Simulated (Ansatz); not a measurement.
Species: C2H7O2Si, net charge -1, singlet state. It need not be the lowest isomer of its formula. Whether it binds its extra electron was not tested at this geometry. 
Structure (B3LYP-D3(BJ)/def2-TZVP (Ansatz, a program for electronic structure) minimum search):
SMILES: O[Si]([O-])(C)C
```xyz
12

Si    -0.0396     0.0819     0.2043
C      1.5153    -0.9868    -0.1468
C     -1.4259    -0.7895    -0.7967
O     -0.3541     0.3358     1.7047
O      0.2561     1.5049    -0.7022
H      1.4094    -1.9808     0.2995
H      2.3959    -0.5155     0.3002
H      1.7128    -1.1227    -1.2179
H     -1.1715    -0.9292    -1.8552
H     -2.3449    -0.1975    -0.7474
H     -1.6446    -1.7759    -0.3754
H      0.4463     1.3062    -1.6233
```
Charge -1, spin multiplicity 1.

Basis-set convergence of Hartree-Fock and CCSD(T) correlation energies (hartree) with Ansatz. Valence correlation only, unless marked. Spin-orbit coupling is left out. Non-relativistic. This anion needs diffuse functions, which these sets lack.

```
basis        functions       E(HF)  E(corr, CCSD(T))  rough core time
-----------  ---------  ----------  ----------------  ---------------
cc-pV(D+d)Z        114  -518.58311          -0.84099       under 20 s
cc-pV(T+d)Z        257           …                 …             80 s
```

### Question
What belongs in the gaps?

### Answer

- cc-pV(T+d)Z, E(HF): -518.69216
- cc-pV(T+d)Z, E(corr, CCSD(T)): -1.05071
